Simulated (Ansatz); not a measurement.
Coupled-cluster diagnostics for the cluster Ru2H4⁺, Ansatz.

Geometry of the doublet (PBE-D4/def2-TZVP):

Cartesian coordinates in Å:
```
Ru -0.361 0.158 1.012
Ru 0.352 -0.165 -1.014
H -1.074 0.189 -1.544
H -0.392 -1.391 1.216
H 1.071 -0.174 1.541
H 0.404 1.383 -1.212
```

In the def2 sets Ru takes a core potential; there is no spin–orbit coupling. Correlated methods freeze no core orbitals; core or outer-core shells of Ru are correlated, in sets that lack core-valence functions. The structure comes from a short search, and lower isomers may exist.

Geometry of the charge 1 quartet (PBE-D4/def2-TZVP):

```xyz
6

Ru    1.002   -0.280   -0.384
Ru   -1.002    0.281    0.383
H    -1.582    0.164   -1.070
H     1.495    1.190   -0.151
H     1.581   -0.165    1.069
H    -1.493   -1.190    0.152
```

Problem. Estimate the CCSD(T) correlation energy, the shares of MP2 and (T), T1 and the reference's ⟨S²⟩ for: charge 1, doublet, own geometry in def2-TZVP; charge 1, quartet, own geometry in def2-TZVP; and the rough time on 4 threads of Arm Neoverse V2 on a shared host.

Solution. 
| state | basis | correlation (eV) | MP2 share (%) | (T) share (%) | T1 | ⟨S²⟩ (pure) | wall time | remarks |
| --- | --- | --- | --- | --- | --- | --- | --- | --- |
| charge 1, doublet, own geometry | def2-TZVP | -27.699 | 93.6 | 5.2 | 0.112 | 2.30 (0.75) | 66 s | large T1, spin-contaminated |
| charge 1, quartet, own geometry | def2-TZVP | -27.796 | 95.3 | 5.2 | 0.079 | 4.18 (3.75) | 44 s | large T1, spin-contaminated |
Customary marks for T1 are 0.02 (closed shells), 0.045 (open shells) and about 0.05 (3d metals). T1 exceeds 0.02 in 2 of 2 rows and 0.045 in 2; the higher it lies, the less the single-reference result can be trusted.
